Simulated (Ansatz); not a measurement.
Compare A (`N#C[SiH2]CF`) with its isomer B (`FC1C=N[SiH2]1`).

Computed with Ansatz on PBE0-D4/def2-TZVP structures; ΔE is electronic, products minus reactants. CCSD(T)/CBS is the MP2 limit (def2-TZVPP, def2-QZVPP) plus CCSD(T) − MP2 in def2-TZVPP, frozen cores. DFT in def2-TZVPP. B3LYP here is the variant with VWN-RPA as its local correlation; programs differ in this. Each species was taken in one conformer, which may not be the lowest.

Q: Which is lower in electronic energy at CCSD(T)/CBS, and by how much? (Best estimate.)

A: Ansatz gave: A, by 19.2 kcal/mol.

Q: Give E(B) − E(A) in kcal/mol with MP2/def2-TZVPP, ωB97M-V, B3LYP, CCSD(T)/def2-SVP, B2PLYP, HF/def2-TZVPP, CCSD/def2-TZVPP. (An estimate is asked.)

A: Ansatz gave: MP2/def2-TZVPP 21.5, ωB97M-V 17.2, B3LYP 20.2, CCSD(T)/def2-SVP 22.7, B2PLYP 21.4, HF/def2-TZVPP 24.3, CCSD/def2-TZVPP 21.1. None reverses the order clearly.

Q: Does the order hold for the free energy at 298.15 K (harmonic terms from PBE0-D4)? (Estimate.)

A: The calculation gave: Yes: G(B) − G(A) = +21.6 kcal/mol, for one conformer each.

Largest T1 diagnostic: 0.013.

At CCSD(T), def2-SVP lies +3.5 kcal/mol from the extrapolated value and def2-TZVPP +1.3 kcal/mol. From PBE to PBE0 (25 % exact exchange), in def2-TZVPP and without D4, E(B) − E(A) moves by −1.0 kcal/mol.
